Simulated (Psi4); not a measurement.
Br3Hf, doublet, at a GFN2-xTB geometry (such geometries of metal compounds can be far from the true shape) (the multiplicity is a formal guess) (core potentials on Hf). Base run: B3LYP/def2-SV(P) in Psi4.

Here is a job for Psi4.
```
memory 2 GB

molecule {
0 2
  Hf   -0.01125873    0.01088523    0.02408226
  Br   -1.91584770   -1.50559707   -0.23864416
  Br   -0.04527289    2.21354387   -1.04518892
  Br    1.98428140   -0.73033928    1.23429245
}

set basis def2-sv(p)
set reference uks

energy('b3lyp')
print_variables()
```

Each row names what was changed in the base input (with any setting that the change needs).

```json
[
 {"change": "base", "ΔE vs base (mEh)": "0.000", "SCF cycles": "11", "grid points": "86766", "basis functions": "121", "outcome": "converged"},
 {"change": "scf_type = pk", "ΔE vs base (mEh)": "0.024", "SCF cycles": "11", "grid points": "86766", "basis functions": "121", "outcome": "converged"},
 {"change": "guess = sapgau", "ΔE vs base (mEh)": "0.000", "SCF cycles": "13", "grid points": "86766", "basis functions": "121", "outcome": "converged"},
 {"change": "dft_spherical_points = 194", "ΔE vs base (mEh)": "0.105", "SCF cycles": "11", "grid points": "56046", "basis functions": "121", "outcome": "converged"},
 {"change": "basis_guess = true", "ΔE vs base (mEh)": "-", "SCF cycles": "-", "grid points": "-", "basis functions": "-", "outcome": "input refused"},
 {"change": "dft_nuclear_scheme = becke", "ΔE vs base (mEh)": "0.003", "SCF cycles": "11", "grid points": "86687", "basis functions": "121", "outcome": "converged"},
 {"change": "dft_spherical_points = 974", "ΔE vs base (mEh)": "-0.005", "SCF cycles": "11", "grid points": "277143", "basis functions": "121", "outcome": "converged"},
 {"change": "guess = sap", "ΔE vs base (mEh)": "0.000", "SCF cycles": "12", "grid points": "86766", "basis functions": "121", "outcome": "converged"},
 {"change": "dft_pruning_scheme = treutler", "ΔE vs base (mEh)": "0.001", "SCF cycles": "11", "grid points": "57444", "basis functions": "121", "outcome": "converged"},
 {"change": "scf_initial_accelerator = ediis", "ΔE vs base (mEh)": "0.000", "SCF cycles": "11", "grid points": "86766", "basis functions": "121", "outcome": "converged"},
 {"change": "df_basis_scf = cc-pvtz-jkfit", "ΔE vs base (mEh)": "-", "SCF cycles": "-", "grid points": "-", "basis functions": "121", "outcome": "input refused"},
 {"change": "dft_radial_points = 150", "ΔE vs base (mEh)": "-0.079", "SCF cycles": "11", "grid points": "171930", "basis functions": "121", "outcome": "converged"},
 {"change": "guess = modhuckel", "ΔE vs base (mEh)": "0.000", "SCF cycles": "12", "grid points": "86766", "basis functions": "121", "outcome": "converged"}
]
```

Open shells are given as the SCF converged; they aren't shown to be the lowest states, and a large step between rows can be another state.

- basis_guess = true: ended with `psi4.driver.qcdb.exceptions.BasisSetNotFound: BasisSet::construct: Unable to find a basis set for atom 1 for key BASIS among:`
- df_basis_scf = cc-pvtz-jkfit: ended with `psi4.driver.qcdb.exceptions.BasisSetNotFound: BasisSet::construct: Unable to find a basis set for atom 1 for key JKFIT among:`
